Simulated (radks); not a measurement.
Spherical quantum dot in the effective-mass picture: electrons in a parabolic well V = omega^2 r^2 / 2 with omega = 4.97, all in effective atomic units (hartree* = m*/eps^2 hartree, bohr* = eps/m* bohr), one dielectric constant everywhere. Calculated with a radial shooting solver with Libxc functionals: non-relativistic Kohn-Sham, r2SCAN, spin-polarised, spherical densities, generalised Kohn-Sham scheme. Levels are named by radial order and angular momentum (1s, 1p, 1d, 2s, ...), and open shells are averaged over m. Results are scaled to m* = 0.074 and eps = 6.5, for which hartree* = 47.66 meV and bohr* = 4.648 nm. Each electron was tried in the lowest free levels, single moves between levels near the top were tried too, and the lowest total energy was kept; such a search can miss a lower state. At N = 1 the Hartree and exchange-correlation terms need not cancel, so that row can carry a self-interaction error.

| N | open shells | 2S | E (meV) | mu = E(N) - E(N-1) (meV) | addition energy mu(N+1) - mu(N) (meV) | e(HOMO) (meV) | rms radius (nm) |
|---|---|---|---|---|---|---|---|
| 1 | 1s(up 1, down 0) | 1 | 355.455 | 355.46 | 81.41 | 383.57 | 2.554 |
| 2 | none | 0 | 792.320 | 436.87 | 280.0 | 464.41 | 2.629 |
| 3 | 1p(up 1, down 0) | 1 | 1509.15 | 716.83 | 49.49 | 740.99 | 2.937 |
| 4 | 1p(up 2, down 0) | 2 | 2275.47 | 766.32 | 51.99 | 792.06 | 3.099 |
| 5 | 1p(up 3, down 0) | 3 | 3093.78 | 818.31 | 75.36 | 844.70 | 3.208 |
| 6 | 1p(up 3, down 1) | 2 | 3987.46 | 893.68 | 47.26 | 916.86 | 3.297 |
| 7 | 1p(up 3, down 2) | 1 | 4928.40 | 940.94 | 49.35 | 965.38 | 3.370 |
| 8 | none | 0 | 5918.69 | 990.29 | 250.2 | 1015.3 | 3.433 |
| 9 | 1d(up 1, down 0) | 1 | 7159.19 | 1240.5 | 42.64 | 1261.7 | 3.551 |
| 10 | 1d(up 2, down 0) | 2 | 8442.33 | 1283.1 | 43.24 | 1304.7 | 3.649 |
| 11 | 1d(up 3, down 0) | 3 | 9768.72 | 1326.4 | 43.48 | 1348.1 | 3.732 |
| 12 | 1d(up 4, down 0) | 4 | 11138.6 | 1369.9 | 43.53 | 1391.6 | 3.805 |
| 13 | 1d(up 5, down 0) | 5 | 12552.0 | 1413.4 | 62.44 | 1435.2 | 3.870 |
| 14 | 1d(up 5, down 1) | 4 | 14027.8 | 1475.8 | 40.63 | 1496.0 | 3.931 |
| 15 | 1d(up 5, down 2) | 3 | 15544.3 | 1516.5 | 41.22 | 1537.0 | 3.987 |
| 16 | 1d(up 5, down 3) | 2 | 17102.0 | 1557.7 | 41.49 | 1578.4 | 4.038 |
| 17 | 1d(up 5, down 4) | 1 | 18701.1 | 1599.2 | 41.58 | 1620.0 | 4.086 |
| 18 | none | 0 | 20341.9 | 1640.8 | 56.92 | 1661.6 | 4.131 |
| 19 | 2s(up 1, down 0) | 1 | 22039.6 | 1697.7 | 49.48 | 1718.2 | 4.174 |
| 20 | none | 0 | 23786.7 | 1747.2 | 198.7 | 1767.1 | 4.216 |
| 21 | 1f(up 1, down 0) | 1 | 25732.6 | 1945.8 | 37.08 | 1964.3 | 4.276 |
| 22 | 1f(up 2, down 0) | 2 | 27715.5 | 1982.9 | 37.19 | 2001.5 | 4.331 |
| 23 | 1f(up 3, down 0) | 3 | 29735.5 | 2020.1 | 37.21 | 2038.7 | 4.383 |
| 24 | 1f(up 4, down 0) | 4 | 31792.8 | 2057.3 | 37.18 | 2075.9 | 4.431 |
| 25 | 1f(up 5, down 0) | 5 | 33887.3 | 2094.5 | 37.12 | 2113.0 | 4.477 |
| 26 | 1f(up 6, down 0) | 6 | 36018.9 | 2131.6 | - | 2150.1 | 4.521 |

All shells are closed at N = 2, 8, 18, 20 (there: 1s2 1p6 1d10 2s2); the second difference of the energy has clear peaks (12 % above both neighbours; the first and last values, which can be the largest, are not judged, and half-filled shells can peak too) at N = 2, 5, 8, 13, 18, 20.
